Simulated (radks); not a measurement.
All-electron atom: Ag XII in [Kr]. All-electron calculation, Dirac Kohn-Sham, PBE, spin-unpolarised, spherical densities, finite nucleus; Fermi nuclear charge, rms radius 4.5454 fm. Program: a radial shooting solver on a logarithmic mesh with Libxc functionals.

Unscreened Slater integrals over Kohn-Sham orbitals (hartree). Large and small components are both included.

| integral | value |
|---|---|
| F0(4p3/2,4p3/2) | 0.99663 |
| F2(4p3/2,4p3/2) | 0.52845 |
| F0(4p3/2,4p1/2) | 1.0076 |
| G2(4p3/2,4p1/2) | 0.53266 |
| F0(4p3/2,4s1/2) | 1.0255 |
| G1(4p3/2,4s1/2) | 0.70037 |
| F0(4p3/2,3d5/2) | 1.2760 |
| F2(4p3/2,3d5/2) | 0.32721 |
| G1(4p3/2,3d5/2) | 0.10672 |
| G3(4p3/2,3d5/2) | 0.10492 |
| F0(4p1/2,4p1/2) | 1.0192 |
| F0(4p1/2,4s1/2) | 1.0378 |
| G1(4p1/2,4s1/2) | 0.71176 |
| F0(4p1/2,3d5/2) | 1.3008 |
| G3(4p1/2,3d5/2) | 0.10904 |
| F0(4s1/2,4s1/2) | 1.0579 |
| F0(4s1/2,3d5/2) | 1.3374 |
| G2(4s1/2,3d5/2) | 0.11684 |
| F0(3d5/2,3d5/2) | 2.6390 |
| F2(3d5/2,3d5/2) | 1.3167 |
| F4(3d5/2,3d5/2) | 0.84042 |
